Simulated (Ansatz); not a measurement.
The same path of CH₆FPSi (10 atoms, charge 0, multiplicity 1) was run 3 times with different band settings. Lost on the way: Si2–H8. Made: P4–H8.

All numbers below come from UKS B3LYP-D4/def2-SVP (Ansatz).

Relaxed end points:

```xyz
10
Properties=species:S:1:pos:R:3
C 0.041 1.342 0.089
Si -0.327 -0.394 0.679
F 0.484 -0.630 2.080
P 0.313 -2.047 -0.742
H -0.509 1.559 -0.841
H -0.261 2.082 0.849
H 1.117 1.471 -0.110
H -1.781 -0.569 0.963
H -0.488 -1.507 -1.799
H 1.493 -1.357 -1.166
```

```xyz
10
Properties=species:S:1:pos:R:3
C 0.153 1.680 0.176
Si -0.853 0.302 1.073
F 0.225 -0.083 2.278
P -0.093 -1.563 -0.569
H -0.199 1.844 -0.858
H -0.027 2.623 0.725
H 1.241 1.508 0.166
H -0.470 -2.826 -0.044
H -0.977 -1.546 -1.680
H 1.084 -1.991 -1.264
```

Common settings: movable images 7; climbing image yes; optimiser quadratic models (default); start path through a guess of the saddle point; end points relaxed.

| run | spring | force threshold | iteration limit |
| --- | --- | --- | --- |
| 1 | 5.0 eV/Å² | 0.05 eV/Å | 40 |
| 2 | 20.0 eV/Å² | 0.05 eV/Å | 48 |
| 3 | 5.0 eV/Å² | 0.5 eV/Å | 59 |

Question: What does each run give, and how far can it be trusted?

Answer: Run 1: converged after 11 iterations, highest image 3.168 eV above the first end. Neighbouring images differ by up to 1.3 eV, so the band resolves the path poorly. A vibrational analysis at the climbing image gives one clearly imaginary mode, 1121i cm⁻¹: a first-order saddle point.
Run 2: converged after 11 iterations, highest image 3.168 eV above the first end. Neighbouring images differ by up to 1.3 eV, so the band resolves the path poorly. Another band between the same ends (7 images) ends at a top of the same energy, where a vibrational analysis finds 1 clearly imaginary mode.
Run 3: converged after 7 iterations, highest image 3.185 eV above the first end. The threshold of 0.5 eV/Å is loose, so the images may lie well off the minimum-energy path. Neighbouring images differ by up to 1.4 eV, so the band resolves the path poorly. The order of the stationary point at the top wasn't checked.
The orbitals were unrestricted but ended closed-shell.
